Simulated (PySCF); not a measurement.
Ligand exchange on a metal centre used in film growth or etching (W F-OH). All species are isolated molecules in the gas phase. One relaxed conformer stands for each flexible species; it need not be the lowest. In the def2 sets, heavy atoms carry core potentials. All members: neutral, multiplicity 1. Level: B3LYP-D3(BJ)/def2-TZVP // TPSS-D3(BJ)/def2-SVP (PySCF), beside PBE-D3(BJ)/def2-TZVP // TPSS-D3(BJ)/def2-SVP (PySCF) at the same geometries. B3LYP has the VWN-RPA correlation part, as in Gaussian.  Orbital energies are measured against the vacuum level.

```json
[
 {"species": "[W(F)6]", "LUMO, PBE (eV)": "-5.37", "LUMO, B3LYP-D3(BJ) (eV)": "-5.13"},
 {"species": "[W(F)5(OH)]", "LUMO, PBE (eV)": "-4.72", "LUMO, B3LYP-D3(BJ) (eV)": "-4.43"},
 {"species": "[W(F)4(OH)2]", "LUMO, PBE (eV)": "-4.09", "LUMO, B3LYP-D3(BJ) (eV)": "-3.78"},
 {"species": "[W(F)3(OH)3]", "LUMO, PBE (eV)": "-3.63", "LUMO, B3LYP-D3(BJ) (eV)": "withheld"},
 {"species": "[W(OH)6]", "LUMO, PBE (eV)": "-3.41", "LUMO, B3LYP-D3(BJ) (eV)": "-3.00"},
 {"species": "[W(F)(OH)5]", "LUMO, PBE (eV)": "-3.36", "LUMO, B3LYP-D3(BJ) (eV)": "-2.97"}
]
```

**Question.** Fit y = a + b·x, y being the LUMO at the first level, to the 5 complete rows by least squares, with x = the PBE value in eV. Give a, b and the rms residual, and predict the withheld value.

**Answer.** Means of the 5 rows: x̄ = -4.19, ȳ = -3.862 eV. Σ(x − x̄)² = 2.9806 and Σ(x − x̄)(y − ȳ) = 3.2182, so b = 1.080 and a = ȳ − b·x̄ = 0.663 eV. The rms residual is 0.015 eV. At x = -3.63 the line gives -3.26 eV. The run for [W(F)3(OH)3] gave -3.28 eV, so the line is off by 0.02 eV, within twice the rms residual.

Codes: PySCF.
